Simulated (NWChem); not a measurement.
The numbers come from NWChem runs, not from measurements. System: diphosphane (H$_{4}$P$_{2}$), charge 0, spin multiplicity 1, at a geometry optimised with B3LYP/def2-SVP. Level: RHF/def2-TZVP.

The NWChem input:

```
start mol
memory heap 200 mb stack 900 mb global 1100 mb
geometry units angstroms nocenter noautoz
  P      1.008557     0.521693     0.000000
  P     -1.008557    -0.521693     0.000000
  H      1.540850    -0.316327     1.031272
  H      1.540850    -0.316327    -1.031272
  H     -1.540850     0.316327     1.031272
  H     -1.540850     0.316327    -1.031272
  symmetry group C2h
end
basis spherical
  * library def2-tzvp
end
scf
  rhf
  nopen 0
  maxiter 100
  thresh 1e-7
  semidirect memsize 60000000 filesize 0
end
task scf energy
```

Part of the output:

```
             Northwest Computational Chemistry Package (NWChem) 7.3.0
             --------------------------------------------------------

                                NWChem Input Module
                                -------------------

 Scaling coordinates for geometry "geometry" by  1.889725989
 (inverse scale =  0.529177249)

 Turning off AUTOSYM since
 SYMMETRY directive was detected!

                             Geometry "geometry" -> ""
                             -------------------------

 Output coordinates in angstroms (scale by  1.889725989 to convert to a.u.)

  No.       Tag          Charge          X              Y              Z
 ---- ---------------- ---------- -------------- -------------- --------------
    1 P                   15.0000     1.00855700     0.52169300     0.00000000
    2 P                   15.0000    -1.00855700    -0.52169300     0.00000000
    3 H                    1.0000     1.54085000    -0.31632700     1.03127200
    4 H                    1.0000     1.54085000    -0.31632700    -1.03127200
    5 H                    1.0000    -1.54085000     0.31632700     1.03127200
    6 H                    1.0000    -1.54085000     0.31632700    -1.03127200

 Effective nuclear repulsion energy (a.u.)      87.2530053904

            Nuclear Dipole moment (a.u.)
            ----------------------------
        X                 Y               Z
 ---------------- ---------------- ----------------
     0.0000000000     0.0000000000     0.0000000000

      Symmetry information
      --------------------

 Group name             C2h
 Group number             21
 Group order               4
 No. of unique centers     2

      Symmetry unique atoms

     1    3


 Summary of "ao basis" -> "" (spherical)
 ------------------------------------------------------------------------------
       Tag                 Description            Shells   Functions and Types
 ---------------- ------------------------------  ------  ---------------------
 *                         def2-tzvp                  on all atoms

 Summary of "ao basis" -> "ao basis" (spherical)
 ------------------------------------------------------------------------------
       Tag                 Description            Shells   Functions and Types
 ---------------- ------------------------------  ------  ---------------------
 P                         def2-tzvp                13       37   5s5p2d1f
 H                         def2-tzvp                 4        6   3s1p

                                 NWChem SCF Module
                                 -----------------

  ao basis        = "ao basis"
  functions       =    98
  atoms           =     6
  closed shells   =    17
  open shells     =     0
  charge          =   0.00
  wavefunction    = RHF
  use symmetry    = T
  symmetry adapt  = T

 Summary of "ao basis" -> "ao basis" (spherical)
 ------------------------------------------------------------------------------
       Tag                 Description            Shells   Functions and Types
 ---------------- ------------------------------  ------  ---------------------
 P                         def2-tzvp                13       37   5s5p2d1f
 H                         def2-tzvp                 4        6   3s1p

      Symmetry analysis of basis
      --------------------------

        ag         31
        au         18
        bg         18
        bu         31

 Forming initial guess at       0.1s

      Superposition of Atomic Density Guess
      -------------------------------------

 Sum of atomic energies:        -683.30146542

      Non-variational initial energy
      ------------------------------

 Total energy =    -683.778777
 1-e energy   =   -1118.293065
 2-e energy   =     347.261282
 HOMO         =      -0.253807
 LUMO         =       0.027066

      Symmetry analysis of molecular orbitals - initial
      -------------------------------------------------

  Numbering of irreducible representations:

     1 ag          2 au          3 bg          4 bu

  Orbital symmetries:

     1 bu          2 ag          3 ag          4 bu          5 au
     6 bg          7 bu          8 ag          9 ag         10 bu
    11 ag         12 bu         13 au         14 bg         15 ag
    16 bu         17 ag         18 bu         19 ag         20 bg
    21 au         22 bu         23 ag         24 au         25 bu
    26 bg         27 au

 Starting SCF solution at       1.2s

 ----------------------------------------------
         Quadratically convergent ROHF

 Convergence threshold     :          1.000E-07
 Maximum no. of iterations :          100
 Final Fock-matrix accuracy:          1.000E-09
 ----------------------------------------------

              iter       energy          gnorm     gmax       time
             ----- ------------------- --------- --------- --------
                 1     -683.7868042920  4.19D-01  1.29D-01      1.2
                 2     -683.8127438103  1.45D-01  3.33D-02      1.3
                 3     -683.8149509275  1.24D-02  4.01D-03      1.5
                 4     -683.8149767456  4.12D-05  1.21D-05      2.1
                 5     -683.8149767460  4.89D-09  1.77D-09      2.6

       Final RHF  results
       ------------------

         Total SCF energy =   -683.814976745984
      One-electron energy =  -1119.761217447233
      Two-electron energy =    348.693235310862
 Nuclear repulsion energy =     87.253005390386

        Time for solution =      1.4s

       Symmetry analysis of molecular orbitals - final
       -----------------------------------------------

  Numbering of irreducible representations:

     1 ag          2 au          3 bg          4 bu

  Orbital symmetries:

     1 ag          2 bu          3 ag          4 bu          5 au
     6 bg          7 ag          8 bu          9 ag         10 bu
    11 ag         12 bu         13 au         14 bg         15 ag
    16 bu         17 ag         18 bu         19 ag         20 bg
    21 au         22 bu         23 ag         24 au         25 bg
    26 bu         27 bu

             Final eigenvalues
             -----------------

              1
    1  -79.9519
    2  -79.9519
    3   -7.4958
    4   -7.4957
    5   -5.3890
    6   -5.3890
    7   -5.3890
    8   -5.3888
    9   -5.3882
   10   -5.3880
   11   -0.8958
   12   -0.7767
   13   -0.5483
   14   -0.4975
   15   -0.4533
   16   -0.4465
   17   -0.3421
   18    0.1065
   19    0.1186
   20    0.1327
   21    0.1562
   22    0.1837
   23    0.2703
   24    0.2777
   25    0.3196
   26    0.3265
   27    0.3588

                       ROHF Final Molecular Orbital Analysis
                       -------------------------------------

 Vector   15  Occ=2.000000D+00  E=-4.533474D-01  Symmetry=ag
              MO Center= -4.9D-14, -1.8D-14, -2.0D-15, r^2= 2.8D+00
   Bfn.  Coefficient  Atom+Function         Bfn.  Coefficient  Atom+Function
  ----- ------------  ---------------      ----- ------------  ---------------
    15      0.304196  1 P  px                52     -0.304196  2 P  px

 Vector   16  Occ=2.000000D+00  E=-4.464564D-01  Symmetry=bu
              MO Center=  4.4D-14,  1.9D-14,  2.7D-15, r^2= 3.2D+00
   Bfn.  Coefficient  Atom+Function         Bfn.  Coefficient  Atom+Function
  ----- ------------  ---------------      ----- ------------  ---------------
    16      0.268178  1 P  py                53      0.268178  2 P  py
     4      0.244592  1 P  s                 41     -0.244592  2 P  s
     5      0.206736  1 P  s                 42     -0.206736  2 P  s
    19      0.167065  1 P  py                56      0.167065  2 P  py

 Vector   17  Occ=2.000000D+00  E=-3.421365D-01  Symmetry=ag
              MO Center=  8.1D-16, -1.3D-15, -1.4D-15, r^2= 3.8D+00
   Bfn.  Coefficient  Atom+Function         Bfn.  Coefficient  Atom+Function
  ----- ------------  ---------------      ----- ------------  ---------------
    16      0.299474  1 P  py                53     -0.299474  2 P  py
    19      0.258529  1 P  py                56     -0.258529  2 P  py
     5      0.225376  1 P  s                 42      0.225376  2 P  s
     4      0.188450  1 P  s                 41      0.188450  2 P  s

 Vector   18  Occ=0.000000D+00  E= 1.065320D-01  Symmetry=bu
              MO Center=  4.3D-15,  1.8D-15,  1.6D-17, r^2= 6.6D+00
   Bfn.  Coefficient  Atom+Function         Bfn.  Coefficient  Atom+Function
  ----- ------------  ---------------      ----- ------------  ---------------
     5      1.093466  1 P  s                 42     -1.093466  2 P  s
    18     -1.056769  1 P  px                55     -1.056769  2 P  px
    19     -0.488017  1 P  py                56     -0.488017  2 P  py
    15     -0.241752  1 P  px                52     -0.241752  2 P  px

 Vector   19  Occ=0.000000D+00  E= 1.186405D-01  Symmetry=ag
              MO Center= -6.0D-14, -2.1D-14,  2.6D-14, r^2= 6.6D+00
   Bfn.  Coefficient  Atom+Function         Bfn.  Coefficient  Atom+Function
  ----- ------------  ---------------      ----- ------------  ---------------
     5      1.149627  1 P  s                 42      1.149627  2 P  s
    77     -0.904405  3 H  s                 83     -0.904405  4 H  s
    89     -0.904405  5 H  s                 95     -0.904405  6 H  s
    19     -0.750094  1 P  py                56      0.750094  2 P  py
    18      0.560238  1 P  px                55     -0.560238  2 P  px

 Vector   20  Occ=0.000000D+00  E= 1.327427D-01  Symmetry=bg
              MO Center= -1.9D-15,  9.6D-15, -1.4D-16, r^2= 5.7D+00
   Bfn.  Coefficient  Atom+Function         Bfn.  Coefficient  Atom+Function
  ----- ------------  ---------------      ----- ------------  ---------------
    20      1.127796  1 P  pz                57     -1.127796  2 P  pz
    77     -0.822290  3 H  s                 83      0.822290  4 H  s
    89      0.822290  5 H  s                 95     -0.822290  6 H  s

 center of mass
 --------------
 x =   0.00000000 y =   0.00000000 z =   0.00000000

 moments of inertia (a.u.)
 ------------------
          76.958643694678        -109.378926250804           0.000000000000
        -109.378926250804         274.510533792873           0.000000000000
           0.000000000000           0.000000000000         320.848186718289

  Mulliken analysis of the total density
  --------------------------------------

    Atom       Charge   Shell Charges
 -----------   ------   -------------------------------------------------------
    1 P   15    15.11   2.01  0.53  1.44  1.01  0.72  4.17  1.70  0.66  1.83  0.83  0.07  0.14  0.01
    2 P   15    15.11   2.01  0.53  1.44  1.01  0.72  4.17  1.70  0.66  1.83  0.83  0.07  0.14  0.01
    3 H    1     0.95   0.24  0.53  0.17  0.02
    4 H    1     0.95   0.24  0.53  0.17  0.02
    5 H    1     0.95   0.24  0.53  0.17  0.02
    6 H    1     0.95   0.24  0.53  0.17  0.02

       Multipole analysis of the density wrt the origin
       ------------------------------------------------

     L   x y z        total         open         nuclear
     -   - - -        -----         ----         -------
     0   0 0 0     -0.000000      0.000000     34.000000

     1   1 0 0      0.000000      0.000000      0.000000
     1   0 1 0      0.000000      0.000000      0.000000
     1   0 0 1      0.000000      0.000000      0.000000

     2   2 0 0    -21.485694      0.000000    142.887181
     2   1 1 0     -1.597491      0.000000     49.405903
     2   1 0 1      0.000000      0.000000      0.000000
     2   0 2 0    -24.726406      0.000000     30.586732
     2   0 1 1     -0.000000      0.000000      0.000000
     2   0 0 2    -20.605116      0.000000     15.191621

 Task  times  cpu:        2.6s     wall:        2.6s

 Total times  cpu:        2.6s     wall:        2.6s
```
